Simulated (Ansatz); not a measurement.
Consider the ligand exchange at the Sn–C bond: `C=[C](F)[SnH2][CH3]` + H–F → `[CH3][SnH2][F]` + `C=CF`.

Isolated molecules relaxed with PBE0-D4/def2-TZVP in Ansatz; ΔE leaves out vibrations. CBS: MP2 limit from def2 TZ/QZ plus the TZ coupled-cluster correction, frozen cores. This one scheme is used for every species. Functionals use def2-TZVPP. B3LYP here is the variant with VWN-RPA as its local correlation; programs differ in this. Elements past krypton have def2 core potentials. For Sn outer-core shells are correlated without core-valence functions, which leaves a few kJ/mol of doubt a bond. Each species was taken in one conformer, which may not be the lowest.

`C=[C](F)[SnH2][CH3]`:

```xyz
12

C     0.733    1.608    1.079
C     1.334    0.744    0.279
F     2.665    0.858    0.074
Sn    0.389   -0.877   -0.768
C    -1.684   -0.824   -0.259
H     1.281    2.403    1.574
H    -0.333    1.530    1.253
H     0.631   -0.656   -2.444
H     1.120   -2.340   -0.276
H    -1.805   -0.945    0.818
H    -2.214   -1.630   -0.766
H    -2.117    0.129   -0.564
```

H–F:

```xyz
2

F    -0.311   -0.284    0.185
H     0.311    0.284   -0.185
```

`[CH3][SnH2][F]`:

```xyz
8

C     0.973   -0.609    0.198
Sn   -0.752    0.525   -0.300
F    -1.807    0.525    1.318
H     1.507   -0.118    1.011
H     0.669   -1.606    0.516
H     1.634   -0.694   -0.666
H    -1.768   -0.198   -1.465
H    -0.456    2.176   -0.611
```

`C=CF`:

Z-matrix (Å, degrees):
```
C
C 1 1.316
H 1 1.081 2 119.2
H 1 1.082 2 121.6 3 -180.0
F 2 1.336 1 122.3 3 180.0
H 2 1.084 1 125.7 3 0.0
```

Task: Is it downhill or uphill in electronic energy at CCSD(T)/CBS, and by how much? (Estimate.)

Result: Computed: Downhill: ΔE = -0.81 eV.

Task: What do these levels give: r2SCAN-D4, PBE0-D4, ωB97X-V, r2SCAN, B3LYP, MP2/def2-TZVPP, SCS-MP2/def2-TZVPP, CCSD(T)/def2-TZVPP, HF/def2-QZVPP, MP2/def2-QZVPP, HF/CBS(def2), MP2/CBS(def2)? (An estimate is asked.)

Result: Ansatz gave: r2SCAN-D4 -0.94, PBE0-D4 -0.83, ωB97X-V -0.93, r2SCAN -0.96, B3LYP -1.04, MP2/def2-TZVPP -0.73, SCS-MP2/def2-TZVPP -0.83, CCSD(T)/def2-TZVPP -0.77, HF/def2-QZVPP -1.17, MP2/def2-QZVPP -0.76, HF/CBS(def2) -1.17, MP2/CBS(def2) -0.77 eV.

Largest T1 diagnostic among the species: 0.013.

In def2-TZVPP, CCSD(T) changes the Hartree–Fock value by +0.37 eV (the triples alone add +0.04 eV) and MP2 by +0.41 eV. The D4 term adds +0.11 eV with B3LYP and +0.06 eV with PBE0; it sums over pairs of atoms, weighted by their polarisabilities, and B3LYP, whose exchange is more repulsive, gets the larger term.
